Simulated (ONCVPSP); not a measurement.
nitrogen (N), ONCV: configuration errors across variants

- Element: nitrogen (N)
- Generator: ONCVPSP 4.0.1
- Type: optimised norm-conserving Vanderbilt (ONCV)
- Functional: LDA (Perdew-Wang 92)
- Relativity: scalar-relativistic
- Frozen core: [He]
- Valence charge: 5
- Reference configuration: 2s2 2p2.5 (charge +0.5)
- Partial waves: 2s: rc 0.80 bohr, ncon 3, nbas 7, qcut 8.1 1/bohr, 1 projector; 2p: rc 1.30 bohr, ncon 4, nbas 8, qcut 12 1/bohr, 2 projectors, debl 1.9 Ha
- Local potential: polynomial inside 0.50 bohr (lpopt 1, dvloc0 0 Ha)
- Core correction: polynomial model core, fcfact 0.35

All-electron excitation energies from the reference (eV): (1) 2s2 2p3 -5.166; (2) 2s2 2p2 8.565; (3) 2s2 2p1 37.537; (4) 2s1 2p0 162.183.

Errors AE − PS in meV (a dash: test not solved or not reliable):

| change | (1) | (2) | (3) | (4) | bound ghosts | GHOST(+) flags above zero |
| --- | --- | --- | --- | --- | --- | --- |
| base | +1.0 | +1.5 | +33 | +378 | none | none |
| core correction polynomial model core, fcfact 0.12 | +1.1 | +1.6 | +36 | +405 | none | none |
| core correction polynomial model core, fcfact 0.4 | +1.0 | +1.5 | +33 | +376 | none | none |
| core correction polynomial model core, fcfact 0.5 | +1.0 | +1.5 | +33 | +373 | none | none |
| core correction polynomial model core, fcfact 0.6 | +1.0 | +1.5 | +33 | +373 | none | none |
| core correction polynomial model core, fcfact 0.78 | +1.0 | +1.5 | +33 | +370 | none | none |
| core correction polynomial model core, fcfact 0.9 | +1.0 | +1.5 | +33 | +370 | none | none |
| core correction polynomial model core, fcfact 0.96 | +1.0 | +1.5 | +33 | +370 | none | none |
| core correction polynomial model core, fcfact 1.08 | +1.0 | +1.5 | +33 | +370 | none | none |
| core correction polynomial model core, fcfact 1.22 | +1.0 | +1.5 | +33 | +370 | none | none |

(1) Give the same row for: core correction polynomial model core, fcfact 0.24.

Answers

(1) +1.0, +1.6, +34, +384; bound ghosts: none; GHOST(+) flags above zero: none.
